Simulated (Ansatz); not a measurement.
C$_{4}$H$_{16}$BNSi$_{2}$, SMILES `BN([SiH2]C)[Si](C)(C)C` from Hartree–Fock to CCSD(T)

Cartesian coordinates in Å:
```
B -0.5078 2.0346 -0.7360
N -0.5204 0.6942 -0.3166
Si -1.6560 -0.3531 -1.1540
C -1.0303 -0.8186 -2.8452
Si 0.5482 0.0442 0.9339
C 1.8315 1.3073 1.4161
C -0.4827 -0.4202 2.4214
C 1.3917 -1.4746 0.2379
H 0.2456 2.8332 -0.2555
H -1.2682 2.3885 -1.6007
H -1.8311 -1.5834 -0.3311
H -2.9716 0.3283 -1.2537
H -0.8883 0.0743 -3.4587
H -1.7413 -1.4739 -3.3552
H -0.0733 -1.3410 -2.7748
H 1.3829 2.1975 1.8611
H 2.5069 0.8650 2.1546
H 2.4298 1.6252 0.5594
H -0.9872 0.4584 2.8318
H -1.2465 -1.1581 2.1644
H 0.1437 -0.8473 3.2095
H 1.9916 -1.2214 -0.6403
H 2.0603 -1.9142 0.9834
H 0.6722 -2.2448 -0.0518
```

Total charge 0; spin multiplicity 1. All single points use the PBE0-D4/def2-TZVP geometry. It is one conformer, not always the lowest. Frozen core, restricted reference, Ansatz 0.2.0. CBS rows extrapolate triple and quadruple zeta; past MP2 they add the triple-zeta difference.

```json
{"basis": "def2-SVP", "HF (Eh)": "-817.55669", "MP2 corr.": "-1.03549", "CCSD corr.": "?", "(T)": "?", "CCSD(T) total": "?"}
{"basis": "def2-TZVPP", "HF (Eh)": "-818.03476", "MP2 corr.": "-1.27856", "CCSD corr.": "?", "(T)": "-0.05423", "CCSD(T) total": "?"}
{"basis": "def2-QZVPP", "HF (Eh)": "-818.06484", "MP2 corr.": "-1.36222", "CCSD corr.": "–", "(T)": "–", "CCSD(T) total": "–"}
{"basis": "CBS(def2)", "HF (Eh)": "-818.06898", "MP2 corr.": "?", "CCSD corr.": "-1.51852", "(T)": "as TZ", "CCSD(T) total": "?"}
```

Task: Fill in the withheld values. (Best estimate.)

Result: The calculation gave: def2-SVP CCSD corr.: -1.14410; def2-SVP (T): -0.03405; def2-SVP CCSD(T) total: -818.73484; def2-TZVPP CCSD corr.: -1.37288; def2-TZVPP CCSD(T) total: -819.46187; CBS(def2) MP2 corr.: -1.42419; CBS(def2) CCSD(T) total: -819.64173.
